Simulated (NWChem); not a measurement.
System: GeH3TeCl; SMILES Cl[Te][GeH3]

NWChem input:

```
start job
memory heap 200 mb stack 900 mb global 1100 mb
geometry units angstroms
  Te    -0.341137    -0.188618     0.749261
  Cl    -1.822637    -0.873518    -0.923039
  Ge     1.413063     0.718382    -0.817439
  H      2.537863    -0.229218    -1.133839
  H      0.839663     1.144682    -2.130839
  H      2.081263     1.915282    -0.210139
end
basis spherical
  * library def2-svp
end
ecp
  Te library def2-ecp
end
dft
  xc xpbe96 cpbe96
  disp vdw 4
  iterations 150
end
driver
  maxiter 120
end
task dft optimize
dft
  grid fine
  convergence energy 1d-8 density 1d-7
end
task dft freq numerical
```

def2 effective core potentials on Te; no spin-orbit coupling.

The level has its own optimisation; frequencies are unscaled.

Q: Predict the main results of this run. (PBE-D3(BJ)/def2-SVP with def2 effective core potentials on Te.) Quantities: r Cl–Te (Å); r Ge–Te (Å); highest harmonic frequency (cm⁻¹); lowest (cm⁻¹); zero-point energy (kcal/mol).

A: 
```
Quantity                           Result
---------------------------------  ------
r Cl–Te (Å)                         2.413
r Ge–Te (Å)                         2.589
highest harmonic frequency (cm⁻¹)    2096
lowest (cm⁻¹)                          77
zero-point energy (kcal/mol)         14.8
```
